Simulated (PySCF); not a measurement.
Orbital levels and atomic charges

System: (5,2) BN nanotube piece (B11H14N11).

Cartesian coordinates (Å):
```
  1 B     2.8849    0.7001    0.5281
  2 N     2.0738    1.8090    0.1419
  3 B     1.7186    2.0999   -1.2262
  4 N     0.3634    2.2811   -1.5483
  5 B     1.1074    2.1402    1.1714
  6 N    -0.2709    2.1332    0.8279
  7 B    -0.6376    1.9711   -0.5602
  8 N    -1.8747    1.3665   -0.9029
  9 B    -1.2851    1.8772    1.8263
 10 N    -2.3778    1.0794    1.4460
 11 B    -2.4387    0.5141    0.1187
 12 N    -2.6125   -0.8867   -0.1532
 13 B    -2.4611   -1.3552   -1.5164
 14 N    -1.2775   -2.0371   -1.8532
 15 B    -1.8900   -1.6417    0.8650
 16 N    -0.6130   -2.1561    0.5132
 17 B    -0.2173   -2.0778   -0.8749
 18 N     1.1464   -1.8790   -1.2100
 19 B     0.4160   -2.2912    1.5161
 20 N     1.7268   -1.9417    1.1466
 21 B     2.0381   -1.4464   -0.1665
 22 N     3.0022   -0.4100   -0.4015
 23 H     3.2664    0.5777    1.6295
 24 H     2.5445    2.1700   -2.0626
 25 H     0.0851    2.4279   -2.5063
 26 H     1.4488    2.2832    2.2832
 27 H    -2.0432    1.1296   -1.8690
 28 H    -1.1660    2.2595    2.9273
 29 H    -2.9899    0.7129    2.1564
 30 H    -3.2739   -1.1168   -2.3327
 31 H    -1.0950   -2.3019   -2.8091
 32 H    -2.2845   -1.7131    1.9666
 33 H     1.3883   -1.7020   -2.1736
 34 H     0.1568   -2.6158    2.6118
 35 H     2.4325   -1.8508    1.8590
 36 H     3.0088   -0.1096   -1.3684
```

Method: PBE0/def2-SVP, gas phase, PySCF, fitting set def2-universal-JFIT up to Ne and JKFIT beyond, grid level 1.

**Question.** Give the orbital energies near the gap.

**Answer.** 
| orbital | eV |
| --- | --- |
| HOMO-4 | -8.35 |
| HOMO-3 | -7.82 |
| HOMO-2 | -7.56 |
| HOMO-1 | -7.03 |
| HOMO | -6.96 |
| LUMO | -0.30 |
| LUMO+1 | 0.02 |
| LUMO+2 | 0.09 |
| LUMO+3 | 0.46 |

**Question.** Give the partial charges of the non-hydrogen atoms.

**Answer.** 
```json
{"atom": "B1", "Mulliken": "0.05", "IAO": "0.26", "Hirshfeld": "0.19"}
{"atom": "N2", "Mulliken": "-0.10", "IAO": "-0.40", "Hirshfeld": "-0.22"}
{"atom": "B3", "Mulliken": "-0.03", "IAO": "0.19", "Hirshfeld": "0.16"}
{"atom": "N4", "Mulliken": "-0.04", "IAO": "-0.46", "Hirshfeld": "-0.22"}
{"atom": "B5", "Mulliken": "0.05", "IAO": "0.23", "Hirshfeld": "0.18"}
{"atom": "N6", "Mulliken": "-0.08", "IAO": "-0.40", "Hirshfeld": "-0.22"}
{"atom": "B7", "Mulliken": "-0.06", "IAO": "0.38", "Hirshfeld": "0.22"}
{"atom": "N8", "Mulliken": "-0.07", "IAO": "-0.49", "Hirshfeld": "-0.24"}
{"atom": "B9", "Mulliken": "0.03", "IAO": "0.21", "Hirshfeld": "0.17"}
{"atom": "N10", "Mulliken": "-0.09", "IAO": "-0.47", "Hirshfeld": "-0.22"}
{"atom": "B11", "Mulliken": "0.04", "IAO": "0.42", "Hirshfeld": "0.24"}
{"atom": "N12", "Mulliken": "-0.13", "IAO": "-0.45", "Hirshfeld": "-0.25"}
{"atom": "B13", "Mulliken": "-0.03", "IAO": "0.20", "Hirshfeld": "0.16"}
{"atom": "N14", "Mulliken": "-0.05", "IAO": "-0.46", "Hirshfeld": "-0.23"}
{"atom": "B15", "Mulliken": "0.07", "IAO": "0.25", "Hirshfeld": "0.18"}
{"atom": "N16", "Mulliken": "-0.08", "IAO": "-0.40", "Hirshfeld": "-0.22"}
{"atom": "B17", "Mulliken": "-0.06", "IAO": "0.38", "Hirshfeld": "0.22"}
{"atom": "N18", "Mulliken": "-0.06", "IAO": "-0.48", "Hirshfeld": "-0.24"}
{"atom": "B19", "Mulliken": "0.01", "IAO": "0.21", "Hirshfeld": "0.17"}
{"atom": "N20", "Mulliken": "-0.07", "IAO": "-0.47", "Hirshfeld": "-0.22"}
{"atom": "B21", "Mulliken": "-0.05", "IAO": "0.40", "Hirshfeld": "0.22"}
{"atom": "N22", "Mulliken": "-0.09", "IAO": "-0.51", "Hirshfeld": "-0.26"}
```
